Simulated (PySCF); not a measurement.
How methods differ on the ionisation energy of S²⁺

S²⁺ [Ne] 3s2 3p2 (3P) → S³⁺ [Ne] 3s2 3p1 (2P), as a difference of total energies. Calculation: PySCF 2.14, in def2-TZVPPD (6s6p4d1f, 51 functions); no relativity, point nucleus. Correlated levels: valence and next inner shell: 1s2 frozen. The calculations carry no spin-orbit coupling.

| method | ionisation energy (eV) |
| --- | --- |
| UHF | 34.159 |
| MP2 (valence and next inner shell) | 34.656 |
| SCS-MP2 (valence and next inner shell) | 34.555 |
| CCSD (valence and next inner shell) | 34.689 |
| CCSD(T) (valence and next inner shell) | 34.718 |

**Question.** How much does correlation contribute at CCSD(T) (valence and next inner shell)?

**Answer.** 34.718 − (34.159) = 0.559 eV, measured against UHF.

A first-order spin-orbit estimate (lowest level to lowest level, LS coupling) adds -0.009 eV.

Errors of the correlated levels include the incompleteness of this basis and the frozen core.

For comparison: 34.86 ± 0.04 eV (semi-empirical (NIST evaluation); NIST Atomic Spectra Database, ionization energies).
